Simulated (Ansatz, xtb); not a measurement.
## Isomers of AlFH4OSi in order of energy

3 gas-phase structures of AlFH4OSi, found in a search over its isomers (lower ones may exist). Each was relaxed with GFN2-xTB; where two conformers were screened, the lower at r2SCAN-D4/def2-SVP is listed:

A. `F[SiH2][O][AlH2]`, a singlet
B. `[OH][Al]([F])[SiH3]`, a singlet
C. `[F][AlH][O][SiH3]`, a singlet

Which do you expect lowest at r2SCAN-D4/def2-SVP, and how would the others follow?

Calculated order at r2SCAN-D4/def2-SVP: C (0.000), A (0.458), B (0.871) eV.

Energies above the lowest of each column, in eV; the last columns are at PBE-D3(BJ)/def2-SVP geometries and were run for some of them only (a dash: not run or not comparable):

```csv
structure,GFN2-xTB,HF/STO-3G,r2SCAN-D4/def2-SVP,PBE-D3(BJ)/def2-SVP,CCSD(T)/def2-TZVP
C,0.000,0.000,0.000,0.000,0.000
A,0.545,0.616,0.458,0.458,0.386
B,1.725,1.089,0.871,–,–
```

Every level run on C puts it lowest or level with the lowest. Flexible structures stand in one conformer each, not always the lowest. Frequencies (PBE-D3(BJ)/def2-SVP) were run for A, C alone.

Programs: Ansatz 0.2.0, xtb 6.7.1.
